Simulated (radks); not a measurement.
Sb11+, 40 electrons, occupied as [Kr] 4d4.

All-electron calculation, scalar-relativistic Kohn-Sham, PBE, spin-polarised, spherical densities, finite nucleus; open shells are filled with parallel spins first (spin-orbit coupling, left out, can overturn this in heavy ions); Fermi nuclear charge, rms radius 4.6802 fm. Program: a radial shooting solver on a logarithmic mesh with Libxc functionals.

Energy parts (eV):
total: -175290.482
kinetic: 183387.267
electron-nucleus: -415156.486
Hartree: 60901.871
exchange-correlation: -4423.135

Orbitals (lengths in bohr, moments of r in powers of bohr):
orbital  occ.  eigenvalue (eV)      <r^4>
1s up       1        -30527.44  3.126e-06
1s down     1        -30527.43  3.125e-06
2s up       1        -4836.683  0.0005393
2s down     1        -4835.094  0.0005391
2p up       3        -4365.271  0.0003885
2p down     3        -4364.052  0.0003883
3s up       1        -1122.746    0.02352
3s down     1        -1121.977    0.02344
3p up       3        -969.1541    0.02473
3p down     3        -968.2692    0.02462
3d up       5        -735.7382    0.02189
3d down     5        -734.3496    0.02177
4s up       1        -352.9103     0.5913
4s down     1        -347.3033     0.5924
4p up       3        -303.0387     0.7494
4p down     3        -297.4033     0.7551
4d up       4        -228.1355      1.140
4d down     0        -222.6280      1.167

The highest occupied level is 4d up at -228.14 eV. Spin moment in Bohr magnetons: 4. Summed over all electrons, <r^2> = 11.26 bohr^2, which gives a Langevin (diamagnetic) susceptibility term of -8.92 x 10^-6 cm^3/mol.
